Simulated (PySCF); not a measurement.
## Relaxation of quintet FeCl2

All numbers come from PySCF, UPBE, basis Fe def2-TZVP, Cl def2-TZVP (no relativity, density fitting). A (50,194) grid was used.

A hand-made bent start, of C2v symmetry, held to at least that symmetry:

```xyz
3
charge 0 multiplicity 5, angstrom
Fe    0.0000    0.0000   -0.6852
Cl    1.7612    0.0000    0.5480
Cl   -1.7612    0.0000    0.5480
```

What forces act on the atoms at the start (eV/Å)?


| atom | Fx | Fy | Fz |
| --- | --- | --- | --- |
| Fe1 | 0.00 | 0.00 | 1.19 |
| Cl2 | 0.02 | 0.00 | -0.60 |
| Cl3 | -0.02 | 0.00 | -0.60 |

What does it relax to?

It ends at D∞h with Fe–Cl 2.123 Å (×2); Cl–Fe–Cl 180.0°. A frequency run shows a minimum. Other isomers or separated fragments may lie lower.

How much energy is released, and in how many steps?

56.6 kJ/mol in 10 steps.

With open d or f shells other occupations or spin states may lie lower.

The relaxation took 19 s on 4 threads of a shared Arm Neoverse V1 host, with 119 basis functions and 11 gradients; the process peaked at 0.54 GiB.
